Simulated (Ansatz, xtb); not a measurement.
GeH6Si2+: which of two isomers lies lower

Structure X is the doublet with the links of `[SiH2+][SiH][GeH3]` and structure Y is the doublet with the links of `[SiH2+][GeH][SiH3]`. Both are isolated ions in the gas phase, relaxed with PBE0-D3(BJ)/def2-SVP; the shapes shown needn't be the lowest conformers.

X (Å):

| atom | x (Å) | y (Å) | z (Å) |
| --- | --- | --- | --- |
| Ge | 1.8697 | -0.0152 | -2.2966 |
| Si | -1.5881 | 0.8680 | -0.2492 |
| Si | -0.2564 | -0.5826 | -1.3325 |
| H | -2.8906 | 0.4531 | 0.3258 |
| H | -1.1767 | 2.2838 | -0.0926 |
| H | -0.8506 | -1.9474 | -1.3810 |
| H | 2.8674 | -0.9237 | -1.5744 |
| H | 1.7126 | -0.3456 | -3.7827 |
| H | 2.0636 | 1.4731 | -2.0082 |

Y (Å):

```xyz
9

Ge    0.0161   -0.0587   -0.6445
Si    0.0490    1.6251    1.0676
Si    0.2526   -2.3026   -0.2432
H     0.2246   -3.2974   -1.3425
H     1.1930    2.4990    0.6955
H    -0.1644    0.2385   -2.1390
H     0.4386   -2.7921    1.1439
H    -1.2741    2.2926    0.9469
H     0.2408    0.8845    2.3401
```

Quicker runs give these differences E(Y) − E(X): GFN2-xTB −17.5 kcal/mol; HF/STO-3G +8.1 kcal/mol (at GFN2-xTB geometries); r2SCAN-D4/def2-SVP −0.9 kcal/mol (at GFN2-xTB geometries).

Task: Which of the two would you expect CCSD(T)/def2-SVP + ΔMP2/def2-TZVPP electronic energies to favour?

Result: Structure Y; the calculation gives E(Y) − E(X) = −9.5 kcal/mol.

How the difference moves with the method:

```
                             level              geometry  E(Y) − E(X) (kcal/mol)  departure from the last row (kcal/mol)  job, with rough time for the two
                          GFN2-xTB              GFN2-xTB                     −17.5                                    −8.0              optimisation, 0.43 s
                         HF/STO-3G              GFN2-xTB                      +8.1                                   +17.6              single point, 0.72 s
                r2SCAN-D4/def2-SVP              GFN2-xTB                      −0.9                                    +8.5               single point, 7.2 s
              PBE0-D3(BJ)/def2-SVP  PBE0-D3(BJ)/def2-SVP                      −8.0                                    +1.5             optimisation, 2.5 min
                       HF/def2-SVP  PBE0-D3(BJ)/def2-SVP                     −10.0                                    −0.5           part of the CCSD(T) run
                      MP2/def2-SVP  PBE0-D3(BJ)/def2-SVP                      −9.0                                    +0.5           part of the CCSD(T) run
                  CCSD(T)/def2-SVP  PBE0-D3(BJ)/def2-SVP                      −8.6                                    +0.9                      single point
CCSD(T)/def2-SVP + ΔMP2/def2-TZVPP  PBE0-D3(BJ)/def2-SVP                      −9.5                                                        single point, 45 s
```

As drawn, Y has 1 Ge–Si, 2 Si–H in place of 1 Si–Si, 2 Ge–H.

HF/STO-3G puts the two in the other order. The largest departure from CCSD(T)/def2-SVP + ΔMP2/def2-TZVPP is that of HF/STO-3G, 17.6 kcal/mol. The last row adds to CCSD(T) the change of the MP2 difference between the two basis sets, here −0.9 kcal/mol.

With harmonic frequencies from PBE0-D3(BJ)/def2-SVP (ideal gas, rigid rotor, one conformer each, 298.15 K, 1 atm): on the last row, ΔE + ΔZPE = −9.2 kcal/mol. A mode under 50 cm⁻¹ makes harmonic enthalpies and free energies unreliable, so none is given.

Open shells are spin-unrestricted. The correlated steps freeze 19 core orbitals; the filled d shell of Ge is correlated, in a basis made for valence electrons. Codes used: Ansatz 0.2.0, xtb 6.7.1; the last row on 2 threads of Arm Neoverse V2 on a shared host.
